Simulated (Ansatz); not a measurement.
`CC#C[S][GeH3]` and `CC#CS` differ in one atom or group.

Ansatz, PBE0-D4/def2-TZVP geometries, multiplicity 1. Each molecule was computed in one conformer, which needn't be the lowest.

Scalar relativity is left out up to krypton.

```json
{"property": "size of the dipole moment (B3LYP/def2-TZVPP) / D", "`CC#C[S][GeH3]`": "1.58"}
{"property": "HOMO energy (ωB97M-V/def2-TZVPP) / eV", "`CC#C[S][GeH3]`": "-8.48"}
{"property": "LUMO energy (PBE0/def2-TZVPP) / eV", "`CC#C[S][GeH3]`": "-0.32"}
{"property": "LUMO energy (B3LYP/def2-TZVPP) / eV", "`CC#C[S][GeH3]`": "-0.57"}
{"property": "size of the dipole moment (PBE/def2-TZVPP) / D", "`CC#C[S][GeH3]`": "1.56"}
{"property": "LUMO energy (PBE/def2-TZVPP) / eV", "`CC#C[S][GeH3]`": "-1.22"}
```

(1) Give the same properties after the change, and the shifts. (Estimate.)

## Answers

(1) The calculation gave: 
```json
{"property": "size of the dipole moment (B3LYP/def2-TZVPP) / D", "`CC#CS`": "1.28", "shift": "-0.30"}
{"property": "HOMO energy (ωB97M-V/def2-TZVPP) / eV", "`CC#CS`": "-8.59", "shift": "-0.11"}
{"property": "LUMO energy (PBE0/def2-TZVPP) / eV", "`CC#CS`": "0.03", "shift": "0.35"}
{"property": "LUMO energy (B3LYP/def2-TZVPP) / eV", "`CC#CS`": "-0.22", "shift": "0.35"}
{"property": "size of the dipole moment (PBE/def2-TZVPP) / D", "`CC#CS`": "1.28", "shift": "-0.28"}
{"property": "LUMO energy (PBE/def2-TZVPP) / eV", "`CC#CS`": "-0.94", "shift": "0.28"}
```

With PBE0 the HOMO falls by 0.09 eV and the LUMO rises by 0.35 eV, so the gap widens by about 0.44 eV. PBE moves the HOMO by -0.05 eV and ωB97M-V by -0.11 eV. Dipoles are sizes alone; their direction can turn.

B3LYP here is the variant with VWN-RPA as its local correlation; programs differ in this.
